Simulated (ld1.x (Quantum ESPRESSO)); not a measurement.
**What one change does to a pseudopotential (cobalt (Co), TM semilocal)**

* Element: cobalt (Co)
* Generator: ld1.x (Quantum ESPRESSO) 7.5
* Type: norm-conserving Troullier–Martins (semilocal form)
* Functional: LDA (PZ)
* Relativity: scalar-relativistic
* Frozen core: [Ne] 3s2
* Valence charge: 15
* Reference configuration: 3p6 3d7 4s0 4p0 (charge +2)
* Partial waves: 3p (bound): rc 1.00 bohr; 3d (bound): rc 1.60 bohr; 4s (bound, empty): rc 2.20 bohr
* Local potential: the s channel
* Core correction: Bessel-smoothed model core inside 1.00 bohr

All-electron outer shells of the reference configuration (LDA (PZ), scalar-relativistic, ld1.x):

```csv
shell,level (eV),outermost node (bohr),outermost maximum (bohr)
3s,-121.03,0.31,0.67
3p,-84.69,0.28,0.68
3d,-27.39,–,0.66
4s,-21.11,0.95,2.07
4p,-14.70,1.03,2.47
```

Change: wave 3p (bound): rc 1.00 bohr becomes 3p (bound): rc 0.72 bohr.

Cutoffs: the cutoffs (Ry, on a coarse ladder) from which the occupation-weighted sum of valence levels, in a spherical-Bessel basis at the reference potential, stays within 10 and 1 mRy of its value at 400 Ry; they do not see the model core or the augmentation charge, which bear on the density cutoff. Errors are all-electron minus pseudo energies relative to the spin-unpolarised reference configuration.

**Question.** Predict the effect on cutoff, ghosts and configuration errors.

**Answer.** The potential gets harder (110 Ry and 180 Ry → 160 Ry and 300 Ry); of the 9 tests that both files solve, the error grows in 0 and shrinks in 1 by more than 15 % and 0.3 meV (median size 54.7 → 55.6 meV); neither file shows a bound ghost. A smaller radius makes the pseudo-wave follow the all-electron one further in, where it bends more sharply, so more plane waves are needed. A semilocal file is local in each channel, so a ghost entry of none says nothing of the separable form that plane-wave codes build from it.

```tsv
quantity	base	changed
cutoff, loose	110 Ry	160 Ry
cutoff, tight	180 Ry	300 Ry
loose cutoff by channel (10 mRy a level)	p 70 Ry, d 90 Ry	p 110 Ry, d 90 Ry
bound ghosts	none	none
error for 3p6 3d7 4s2 4p0, meV [ΔE -26.38 eV]	-14	-14
error for 3p6 3d7 4s1 4p0, meV [ΔE -17.08 eV]	-5.5	-5.5
error for 3p6 3d6 4s0 4p0, meV [ΔE 36.19 eV]	-55	-56
error for 3p5 3d7 4s2 4p0, meV [ΔE 47.04 eV]	-607	-601
error for 3p6 3d7.5 4s1.5 4p0, meV [ΔE -27.36 eV]	+0.4	+0.5
error for 3p6 3d7 4s0 4p1, meV [ΔE -11.63 eV]	+28	+13
error for 3p6 3d6 4s2 4p0, meV [ΔE -10.92 eV]	-154	-155
error for 3p6 3d7 4s0 4p0 (spin-polarised), meV [ΔE -2.07 eV]	+106	+103
error for 3p6 3d7 4s2 4p0 (spin-polarised), meV [ΔE -28.36 eV]	+95	+92
s: phases at 2.39 bohr within 0.05 rad from the reference energy up to (Ry; the scan ends near 5)	2.0	2.0
p: phases at 2.39 bohr within 0.05 rad from the reference energy up to (Ry; the scan ends near 5)	to the end of the scan	to the end of the scan
d: phases at 2.39 bohr within 0.05 rad from the reference energy up to (Ry; the scan ends near 5)	-0.3	-0.3
```
